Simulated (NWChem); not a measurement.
System: GeNH$_{4}$OCl; SMILES [NH2][Ge@H]([OH])[Cl]

NWChem input:

```
start job
memory heap 200 mb stack 900 mb global 1100 mb
geometry units angstroms noautoz
  N      1.296257    -1.316502    -0.488472
  Ge    -0.015849    -0.374592     0.306045
  O     -1.519174    -1.062930    -0.309621
  Cl    -0.094086     1.738312    -0.242875
  H      2.247430    -1.106937    -0.202067
  H      1.237804    -1.386615    -1.500303
  H      0.130151    -0.422726     1.828755
  H     -2.200667    -0.390135    -0.419489
end
basis spherical
  * library def2-svpd
end
dft
  xc slater vwn_5
  iterations 150
  vectors input atomic output neutral.movecs
end
task dft energy
charge 1
dft
  odft
  mult 2
  vectors input atomic output cation.movecs
end
task dft energy
charge -1
dft
  odft
  mult 2
  vectors input atomic output anion.movecs
end
task dft energy
```

Parts of the log:

```
             Northwest Computational Chemistry Package (NWChem) 7.3.0
             --------------------------------------------------------

 C1  symmetry detected

                             Geometry "geometry" -> ""
                             -------------------------

 Output coordinates in angstroms (scale by  1.889725989 to convert to a.u.)

  No.       Tag          Charge          X              Y              Z
 ---- ---------------- ---------- -------------- -------------- --------------
    1 N                    7.0000     1.27452861    -1.34112598    -0.48681200
    2 Ge                  32.0000     0.00024848    -0.34077165     0.29777402
    3 O                    8.0000    -1.51932211    -0.87996840    -0.41847453
    4 Cl                  17.0000     0.10674645     1.79621599    -0.14238450
    5 H                    1.0000     2.22397758    -1.21992404    -0.14838604
    6 H                    1.0000     1.25932110    -1.35685188    -1.50251668
    7 H                    1.0000     0.06943175    -0.47459063     1.82079233
    8 H                    1.0000    -2.14249472    -0.15198355    -0.52264142

 Effective nuclear repulsion energy (a.u.)     388.9547789109

                                 NWChem DFT Module
                                 -----------------

 Summary of "ao basis" -> "ao basis" (spherical)
 ------------------------------------------------------------------------------
       Tag                 Description            Shells   Functions and Types
 ---------------- ------------------------------  ------  ---------------------
 N                         def2-svpd                 8       20   4s2p2d
 Ge                        def2-svpd                14       38   6s4p4d
 O                         def2-svpd                 9       23   4s3p2d
 Cl                        def2-svpd                11       27   5s4p2d
 H                         def2-svpd                 4        8   2s2p

            General Information
            -------------------
          SCF calculation type: DFT
          Wavefunction type:  closed shell.
          No. of atoms     :     8
          No. of electrons :    68
           Alpha electrons :    34
            Beta electrons :    34
          Charge           :     0
          Spin multiplicity:     1
          Use of symmetry is: off; symmetry adaption is: off
          Maximum number of iterations: 150
          AO basis - number of functions:   140
                     number of shells:    58
          Convergence on energy requested:  1.00D-06
          Convergence on density requested:  1.00D-05
          Convergence on gradient requested:  5.00D-04

              XC Information
              --------------
                        Slater Exchange Functional  1.000 local
                      VWN V Correlation Functional  1.000 local

             Grid Information
             ----------------
          Grid used for XC integration:  medium
          Radial quadrature: Mura-Knowles
          Angular quadrature: Lebedev.
          Tag              B.-S. Rad. Rad. Pts. Rad. Cut. Ang. Pts.
          ---              ---------- --------- --------- ---------
          N                   0.65       49          12.0       434
          Ge                  1.25      112          11.0       590
          O                   0.60       49          12.0       434
          Cl                  1.00       88          11.0       590
          H                   0.35       45          12.0       434
          Grid pruning is: on
          Number of quadrature shells:   478
          Spatial weights used:  Erf1

      Superposition of Atomic Density Guess
      -------------------------------------

 Sum of atomic energies:       -2665.30917074

      Non-variational initial energy
      ------------------------------

 Total energy =   -2666.551338
 1-e energy   =   -4483.566057
 2-e energy   =    1428.059940
 HOMO         =      -0.361680
 LUMO         =       0.021369

   convergence    iter        energy       DeltaE   RMS-Dens  Diis-err
 ---------------- ----- ----------------- --------- --------- ---------
 d= 0,ls=0.0,diis     1  -2663.4359741580 -3.05D+03  2.17D-02  1.44D+00
 d= 0,ls=0.0,diis     2  -2663.1257865906  3.10D-01  1.32D-02  4.00D+00
 d= 0,ls=0.0,diis     3  -2663.5260499850 -4.00D-01  3.54D-03  3.67D-01
 d= 0,ls=0.0,diis     4  -2663.5531428595 -2.71D-02  2.02D-03  5.83D-02
 d= 0,ls=0.0,diis     5  -2663.5602790230 -7.14D-03  5.29D-04  8.18D-03
  Resetting Diis
 d= 0,ls=0.0,diis     6  -2663.5610087834 -7.30D-04  2.06D-04  5.57D-04
 d= 0,ls=0.0,diis     7  -2663.5610504121 -4.16D-05  2.60D-04  1.52D-04
 d= 0,ls=0.0,diis     8  -2663.5609785064  7.19D-05  1.84D-04  7.42D-04
 d= 0,ls=0.0,diis     9  -2663.5610683885 -8.99D-05  1.16D-05  4.37D-06
 d= 0,ls=0.0,diis    10  -2663.5610687395 -3.51D-07  2.71D-06  9.62D-08

         Total DFT energy =    -2663.561068739461
      One electron energy =    -4484.226515906967
           Coulomb energy =     1550.294808366672
    Exchange-Corr. energy =     -118.584140110043
 Nuclear repulsion energy =      388.954778910876

 Numeric. integr. density =       67.999998709964

                       DFT Final Molecular Orbital Analysis
                       ------------------------------------

 Vector   32  Occ=2.000000D+00  E=-2.833642D-01
              MO Center= -3.2D-01,  1.0D+00, -1.7D-01, r^2= 3.1D+00
   Bfn.  Coefficient  Atom+Function         Bfn.  Coefficient  Atom+Function
  ----- ------------  ---------------      ----- ------------  ---------------
    95      0.418869  4 Cl pz                92      0.333133  4 Cl pz
    93      0.269411  4 Cl px                90      0.214104  4 Cl px
    64      0.209862  3 O  py                89      0.192763  4 Cl pz
    63      0.190759  3 O  px                65     -0.175668  3 O  pz
    94      0.160381  4 Cl py                67      0.144173  3 O  py

 Vector   33  Occ=2.000000D+00  E=-2.816566D-01
              MO Center= -6.6D-01, -1.4D-01,  1.5D-02, r^2= 3.6D+00
   Bfn.  Coefficient  Atom+Function         Bfn.  Coefficient  Atom+Function
  ----- ------------  ---------------      ----- ------------  ---------------
    65      0.428026  3 O  pz                68      0.294293  3 O  pz
    95      0.293484  4 Cl pz                92      0.231769  4 Cl pz
   125     -0.226186  7 H  s                 63     -0.140753  3 O  px
    89      0.134090  4 Cl pz               126     -0.114901  7 H  s
    25     -0.112464  2 Ge s                  5      0.107776  1 N  px

 Vector   34  Occ=2.000000D+00  E=-2.520984D-01
              MO Center=  1.0D+00, -9.2D-01, -3.9D-01, r^2= 2.7D+00
   Bfn.  Coefficient  Atom+Function         Bfn.  Coefficient  Atom+Function
  ----- ------------  ---------------      ----- ------------  ---------------
     6      0.507124  1 N  py                 4      0.460256  1 N  s
     9     -0.333255  1 N  py                25     -0.259340  2 Ge s
    93      0.178669  4 Cl px                94     -0.177061  4 Cl py
   118     -0.159421  6 H  s                110     -0.153460  5 H  s
    91     -0.145948  4 Cl py                90      0.135776  4 Cl px

 Vector   35  Occ=0.000000D+00  E=-4.552643D-02
              MO Center= -8.6D-02,  2.8D-01,  1.3D-01, r^2= 5.5D+00
   Bfn.  Coefficient  Atom+Function         Bfn.  Coefficient  Atom+Function
  ----- ------------  ---------------      ----- ------------  ---------------
    24      0.645825  2 Ge s                  4      0.617198  1 N  s
    25      0.533535  2 Ge s                 94      0.376761  4 Cl py
    23     -0.345450  2 Ge s                 85     -0.334216  4 Cl s
    26      0.323007  2 Ge s                118     -0.321585  6 H  s
    38     -0.288844  2 Ge pz                97      0.265634  4 Cl py

 Vector   36  Occ=0.000000D+00  E=-2.544747D-02
              MO Center= -6.7D-01, -1.8D-01,  3.7D-01, r^2= 5.7D+00
   Bfn.  Coefficient  Atom+Function         Bfn.  Coefficient  Atom+Function
  ----- ------------  ---------------      ----- ------------  ---------------
     4      1.189715  1 N  s                 26     -1.037931  2 Ge s
   110     -0.538792  5 H  s                 69      0.464992  3 O  px
    86      0.404925  4 Cl s                 38      0.379631  2 Ge pz
    37      0.334884  2 Ge py                57     -0.313686  2 Ge d  1
    36      0.309928  2 Ge px                33      0.260753  2 Ge px

 Vector   37  Occ=0.000000D+00  E=-1.831706D-02
              MO Center=  1.1D+00, -7.3D-01, -2.3D-02, r^2= 7.2D+00
   Bfn.  Coefficient  Atom+Function         Bfn.  Coefficient  Atom+Function
  ----- ------------  ---------------      ----- ------------  ---------------
    26      2.321527  2 Ge s                 62     -1.175383  3 O  s
    25     -0.961513  2 Ge s                  4      0.929586  1 N  s
    38     -0.485774  2 Ge pz                86     -0.388348  4 Cl s
   110     -0.327769  5 H  s                118     -0.304325  6 H  s
   114      0.293507  5 H  px               126      0.288754  7 H  s

     Multipole analysis of the density
     ---------------------------------

     L   x y z        total         alpha         beta         nuclear
     -   - - -        -----         -----         ----         -------
     0   0 0 0     -0.000000    -34.000000    -34.000000     68.000000

     1   1 0 0      0.395894      0.197947      0.197947     -0.000000
     1   0 1 0     -0.139023     -0.069512     -0.069512     -0.000000
     1   0 0 1      0.068760      0.034380      0.034380     -0.000000

     2   2 0 0    -28.118042    -87.548781    -87.548781    146.979520
     2   1 1 0     -2.982267      2.333010      2.333010     -7.648288
     2   1 0 1     -0.504937      0.620312      0.620312     -1.745561
     2   0 2 0    -37.055906   -163.026350   -163.026350    288.996795
     2   0 1 1      0.029560     -2.406692     -2.406692      4.842943
     2   0 0 2    -30.478889    -36.862148    -36.862148     43.245407

[...]
```

Level: LDA (Slater exchange, VWN5)/def2-SVPD, vertical spin-unrestricted ions. Coordinates come from a PBE0/def2-SVP optimisation.
